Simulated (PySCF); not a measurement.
**GeH₄, singlet: data card**

Method: PySCF, B3LYP, basis Ge def2-TZVP, H def2-TZVP (no relativity, density fitting).

The structure is a minimum.

```json
{
 "Point group": "Td",
 "Bond lengths": "Ge–H 1.536 Å (×4)",
 "Bond angles": "H–Ge–H 109.5° (×6)",
 "Entropy at 298.15 K and 1 bar": "217.5 J/(mol K)",
 "Principal polarisabilities": "33.6, 33.6, 33.6 bohr³",
 "Atomisation energy without zero-point energy": "1229 kJ/mol",
 "Heat capacity Cp at 298.15 K": "45.0 J/(mol K)",
 "Rotational symmetry number": "12",
 "Principal quadrupole moments (Buckingham, traceless) about the centre of mass": "0.00, 0.00, 0.00 D Å",
 "Lowest empty level": "0.69 eV",
 "Dipole moment": "0.00 D",
 "Highest occupied level": "-9.45 eV",
 "Rotational constants": "2.659, 2.659, 2.659 cm⁻¹",
 "Enthalpy at 298.15 K above 0 K": "10.74 kJ/mol",
 "Zero-point energy": "77.3 kJ/mol"
}
```

Harmonic modes (masses in u: Ge 73.921, H 1.008):
| symmetry | ω (cm⁻¹) | IR (km/mol, summed over degenerate members) |
| --- | --- | --- |
| t2 | 825 | 321 |
| e | 924 | 0.0 |
| a1 | 2149 | 0.0 |
| t2 | 2154 | 375 |

In Td the vibrations span 2t2 + e + a1. The a1, e modes carry no infrared intensity, as symmetry demands.

Charges (e):
| atom | Mulliken | Löwdin | polar tensor | Mayer order to Ge1 |
| --- | --- | --- | --- | --- |
| Ge1 | 0.07 | 0.29 | 0.93 | – |
| H2,3,4,5 | -0.02 | -0.07 | -0.23 | 0.95 |

Mulliken populations on Ge1: s 7.37, p 14.42, d 10.12, f 0.01.

Outer orbital energies (eV). occupied: -15.40, -9.45, -9.45, -9.45; empty: 0.69, 1.17, 1.17, 1.17.

Counting electrons, germanium keeps none of its valence electrons outside its bonds, so the VSEPR class is AX4 and the expected shape is tetrahedral (Td), as computed.

The final relaxation and frequency run took 8.6 s on 2 threads of a shared INTEL XEON PLATINUM 8581C @ 2.30GHz (Emerald Rapids) host, with 72 basis functions and 6 gradients; the process peaked at 1 GiB.
